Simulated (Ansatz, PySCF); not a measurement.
CH₄Si, triplet, at a GFN2-xTB geometry (a higher spin typed on purpose: for a closed-shell molecule this is an excited state), atoms displaced at random by about 0.08 Å a coordinate. Base run: PBE0/STO-3G, gradient run with PySCF.

PySCF was given this input:
```python
from pyscf import gto, scf, dft

mol = gto.Mole()
mol.atom = '''
    C    -1.238686   -0.165320    0.286963
    Si    0.676302   -0.007916   -0.063684
    H    -1.687626    0.461533    0.982087
    H    -1.985090   -0.504189   -0.422084
    H     1.278591   -0.647337    0.937174
    H     1.160177    1.292720   -0.384277
'''
mol.basis = 'sto-3g'
mol.charge = 0
mol.spin = 2
mol.verbose = 4
mol.build()

mf = dft.UKS(mol)
mf.xc = 'pbe0'
mf.kernel()
g = mf.nuc_grad_method()
grad = g.kernel()
```

Programs used: Ansatz (an electronic-structure program), PySCF; a row that names a program was run with it.

The coordinate followed is x of atom 5.

Variants of this job, named by their change:

| change | dE/dx (Eh/bohr) | net force (Eh/bohr) |
|---|---|---|
| base | -0.039036 | 0.000006 |
| finite difference step (bohr) = 0.2; conv_tol = 1e-11 | -0.038515 | - |
| grid_response = on | -0.039036 | 0.000000 |
| conv_tol = 1e-6 | -0.039035 | 0.000006 |
| density fitting = on | -0.039037 | 0.000006 |
| grids.level = 0; grid_response = on | -0.039074 | 0.000000 |
| grids.level = 5; grid_response = on | -0.039037 | 0.000000 |
| grids.level = 0; grid_response = off | -0.038993 | 0.005270 |
| finite difference step (bohr) = 0.01; conv_tol = 1e-11 | -0.039035 | - |
| grids.level = 1; grid_response = on | -0.039038 | 0.000000 |
| finite difference step (bohr) = 1e-5; conv_tol = 1e-11 | -0.039036 | - |
| code = ansatz | -0.039037 | 0.000000 |

The net force is zero for an exact gradient.

Open shells are given as the SCF converged; they aren't shown to be the lowest states, and a large step between rows can be another state.
